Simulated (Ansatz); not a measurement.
CH7NOSi can be A, `CN[SiH2]O`, or B, `NC[SiH2]O`.

Calculated with Ansatz (gas phase, PBE0-D4/def2-TZVP geometries, no zero-point term in ΔE). CBS: MP2 limit from def2 TZ/QZ plus the TZ coupled-cluster correction, frozen cores. DFT in def2-TZVPP. B3LYP here is the variant with VWN-RPA as its local correlation; programs differ in this. Each species was taken in one conformer, which may not be the lowest.

Which isomer does CCSD(T)/CBS put lower? Give the gap. (Estimate.)

Computed: A, by 17.1 kcal/mol.

Give E(B) − E(A) in kcal/mol with B3LYP-D4, PBE0-D4, B2PLYP, r2SCAN-D4, CCSD(T)/def2-TZVPP, PBE-D4, CCSD/def2-TZVPP. (An estimate is asked.)

Ansatz gave: B3LYP-D4 17.4, PBE0-D4 16.0, B2PLYP 17.7, r2SCAN-D4 16.7, CCSD(T)/def2-TZVPP 17.0, PBE-D4 15.4, CCSD/def2-TZVPP 17.3. None reverses the order clearly.

Does the order hold for the free energy at 298.15 K (harmonic terms from PBE0-D4)? (Best estimate.)

Ansatz gave: Yes: G(B) − G(A) = +17.6 kcal/mol, for one conformer each.

Largest T1 diagnostic: 0.011.

At CCSD(T), def2-SVP lies −1.3 kcal/mol from the extrapolated value and def2-TZVPP −0.1 kcal/mol. From BLYP to BHLYP (50 % exact exchange), in def2-TZVPP and without D4, E(B) − E(A) moves by +1.1 kcal/mol.
